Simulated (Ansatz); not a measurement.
Stretching the Pb1–F3 bond in FHPb (SMILES [F][PbH]) (multiplicity 1 held, fragments rigid). Energies count from the point at 2.069 Å.
Geometry at that point (charge 0, multiplicity 1):
| atom | x (Å) | y (Å) | z (Å) |
|---|---|---|---|
| Pb | -0.0639 | -0.1197 | 0.1499 |
| H | -1.0398 | -1.0734 | -1.1273 |
| F | 0.6977 | 1.2100 | -1.2402 |

R- and RO- levels are restricted; in cc, def2 and unpolarised 6-31G sets they are followed outwards from rest. Active spaces are followed from a long bond inwards. Levels need not reach the same state.

Frozen-core correlation. Filled d and f shells under p-block atoms count as core.

Codes used: Ansatz (Gaussian orbitals). Each number belongs to the level named beside it. In def2 rows elements past Kr take small-core potentials, without spin–orbit coupling.

Energies in kcal/mol.

```
R (Å)  R-HF/def2-SVP  FIC-NEVPT4(SD) on CASSCF(6,4)/def2-SVP  FIC-MRCISD on CASSCF(6,4)/def2-SVP  FIC-MRCISD+Q on CASSCF(6,4)/def2-SVP
-----  -------------  --------------------------------------  ----------------------------------  ------------------------------------
1.655           73.8                                    79.0                                77.9                                  78.6
1.862           11.4                                       ?                                13.1                                  13.4
2.069            0.0                                     0.0                                 0.0                                   0.0
2.276            8.5                                     7.0                                 7.1                                   6.9
2.483           23.5                                    21.0                                21.2                                  20.9
2.793           47.4                                    43.9                                43.8                                  43.6
3.103           68.5                                    64.4                                63.9                                  64.2
3.621           96.3                                    85.5                                84.1                                  85.4
4.138          116.5                                    92.1                                90.2                                  91.9
4.759          133.2                                    94.8                                92.1                                  93.8
5.586          147.0                                       ?                                92.6                                  94.3
6.621          157.1                                       ?                                92.7                                  94.4
```

Task: Complete the blanks.

Result: 
- 1.862, FIC-NEVPT4(SD) on CASSCF(6,4)/def2-SVP: 13.7
- 6.621, FIC-NEVPT4(SD) on CASSCF(6,4)/def2-SVP: 96.5
- 5.586, FIC-NEVPT4(SD) on CASSCF(6,4)/def2-SVP: 96.8

Doubts at one or more of the structures used: a restricted determinant that unrestricted orbitals would lower (R-HF/def2-SVP); active orbitals that take no part (FIC-NEVPT4(SD) on CASSCF(6,4)/def2-SVP, FIC-MRCISD on CASSCF(6,4)/def2-SVP, FIC-MRCISD+Q on CASSCF(6,4)/def2-SVP).

Ansatz is a quantum-chemistry and plane-wave program.
